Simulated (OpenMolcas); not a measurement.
## Sb III: the spin-orbit constant, worked from levels

```json
{
 "Program": "OpenMolcas 26.06",
 "Basis": "ANO-RCC-VTZP [7s6p4d2f1g]",
 "Scalar Hamiltonian": "DKH2, point nucleus",
 "Active space": "3 electrons in 4 orbitals (5s 5p)",
 "State averaging": "2S+1 = 4 odd, 1 root; 2S+1 = 2 odd, 11 roots; 2S+1 = 4 even, 3 roots; 2S+1 = 2 even, 9 roots",
 "Spin-orbit coupling": "state interaction with AMFI integrals over the reference wave functions, term energies averaged over their components"
}
```

Methods: CASSCF; MS-CASPT2, IPEA 0.25 Eh, imaginary shift 0.1 Eh (closed shells correlated: 4d). Measured levels: Moore, Atomic Energy Levels, vol. III, NSRDS-NBS 35 (1971 reprint of NBS Circular 467, 1958).

**The spin-orbit constant.** For the Hund term 2P* of p1, E(J) = (A/2) J(J+1) + constant and ζ = 2S·A = A. From J = 1/2 to J = 3/2 the energy changes by 1.5 A.

```csv
Source,E(3/2) - E(1/2),A,ζ
CASSCF,5811.0,3874.0,3874
MS-CASPT2,5886.3,3924.2,3924
measured,6576.0,4384.0,4384
```

All in cm-1. MS-CASPT2 is off by -10.5 % and CASSCF by -11.6 %. Both methods take the spin-orbit matrix elements from the reference wave functions, so the second can move ζ only through the term energies and any multistate remixing.

Over all roots computed the reference weight is 0.86 to 0.94 in MS-CASPT2; the roots of lowest weight are the least certain, and an intruder state may touch them. Measured partners are found by configuration, term and J. A level has none where our copy of the source lacks it or the pairing is in doubt (some pairs that miss far off the trend of their configuration count as doubtful), and it then counts in no deviation. Levels of configurations outside the active space are missing.

* marks odd parity.
